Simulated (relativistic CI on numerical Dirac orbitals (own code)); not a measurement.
## Hyperfine structure of Lu52+, mass number 173

Computed by Dirac-Coulomb-Breit CI, separate exchange-only KLI orbitals for each configuration, a model potential for QED, unscaled Slater integrals (own radial code, finite nucleus).

Configurations in the expansion (outside the closed core [Ne]): 3s2.3p6.3d, 3s2.3p5.3d2, 3s.3p6.3d2, 3s2.3p6.4s, 3s2.3p6.4p, 3s2.3p6.4d, 3s2.3p5.3d.4s, 3s2.3p6.4f, 3s2.3p5.3d.4p, 3p6.3d3, 3p5.3d4, 3p5.3d3.4s. Double excitations out of closed p, d and f shells are left out; levels of such configurations are missing from the list, as are those of other unlisted configurations, and high levels can miss mixing partners. These lack a partner that the ground configuration has and come out too high: 3s2.3p5.3d.4p.

Nuclear spin I = 7/2, μ = 2.273 μN, Q = 3.53 b (tables of Stone and Pyykkö). The electronic factors are computed for point nuclear moments, without core polarisation or the Bohr-Weisskopf and QED corrections.

```csv
Level,E (eV),A (MHz),B (MHz)
3s2.3p6.3d 2D_3/2,0.000,61460,222000
3s2.3p6.3d 2D_5/2,63.668,24540,274000
3s2.3p5.3d2 4D°_1/2,240.392,13590,
3s2.3p5.3d2 4G°_9/2,301.954,60620,-1.13e+06
3s2.3p5.3d2 2H°_11/2,312.337,58170,-818000
```

Levels with J = 0, under 50 % of one LS term, or S terms without an open s electron are left out. Small factors come from cancelling terms and can be off by tens of per cent or more.

At this charge energies of transitions that change n are usually good to better than 1 %, and those within a shell (Δn = 0) to a few per cent.

(1) Give the hyperfine levels of 3s2.3p6.3d 2D_3/2 relative to its centre of gravity.

Answers

(1) With K = F(F + 1) − I(I + 1) − J(J + 1), E = AK/2 + B[¾K(K + 1) − I(I + 1)J(J + 1)]/[2I(2I − 1)J(2J − 1)]: F = 2: -295800, F = 3: -270100, F = 4: -87760, F = 5: 378200 MHz.

LS names give the leading component of a level, which can be under half, so a name can repeat, a term be missing and a line seem to break the LS rules.
